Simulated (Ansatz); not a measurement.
Abridged output of a molecular run in Ansatz:

```
Functional definition: HF
1174 factors; integrals over basis functions are off by at most 1.3e-3 eV
mean field evaluation 1: about -26168.5130 eV, gradient 3.4e1 eV
mean field evaluation 2: about -26168.6181 eV, gradient 3.4e1 eV
mean field evaluation 4: about -26172.1283 eV, gradient 3.1e0 eV
mean field evaluation 8: about -26172.1743 eV, gradient 1.8e-1 eV
mean field -26172.17447801 eV, -961.8096719300 hartree, gradient 1.9e-6 eV, S^2 0.000000; 0 other end points of the search recorded, 0 dependent functions left out
13 core orbitals not correlated: weight in the atoms' cores, before any rotation towards them, 1.000 or more for the frozen orbitals, at most 0.000 for the correlated occupied ones
reference -26172.17447801 eV, -961.8096719300 hartree; 16, 16 occupied and 89, 89 virtual orbitals, 1174 factors
second order -18.16990825 eV of doubles, -0.00000000 eV of singles
cycle   1  -19.52248174 eV  change    -1.4e0 eV  update   8.7e-2
cycle   2  -20.00833155 eV  change   -4.9e-1 eV  update   2.5e-2
cycle   3  -20.07714286 eV  change   -6.9e-2 eV  update   9.4e-3
cycle   4  -20.07730577 eV  change   -1.6e-4 eV  update   2.3e-3
cycle   5  -20.07699004 eV  change    3.2e-4 eV  update   7.5e-4
cycle   6  -20.07688772 eV  change    1.0e-4 eV  update   2.5e-4
cycle   7  -20.07686148 eV  change    2.6e-5 eV  update   8.8e-5
cycle   8  -20.07686866 eV  change   -7.2e-6 eV  update   2.9e-5
perturbative correction -0.55404665 eV, -0.0203608387 hartree
Total energy: -26192.80539332 eV, -962.5678440835 hartree
```

Its atoms:

Cartesian coordinates in Å:
```
C -0.543 0.552 1.433
B 0.414 0.131 0.243
C 0.201 0.747 -1.200
S -0.028 -2.012 0.026
Cl 2.187 -0.052 0.728
H -0.380 -0.017 2.351
H -0.343 1.603 1.671
H -1.604 0.487 1.166
H 0.463 1.811 -1.153
H 0.838 0.304 -1.970
H -0.840 0.693 -1.533
H -1.139 -2.006 -0.735
H 0.774 -2.241 -1.027
```

Task: Which basis set was used?
A. cc-pV(Q+d)Z
B. def2-SVP
C. def2-QZVPP
D. def2-TZVPP

Result: B. It gives 118 functions.

Task: Write the keys of the input that set method, charge and spin (a neutral closed shell needs none for the last two).

Result: 
```yaml
correlation: {method: ccsd_t}
```
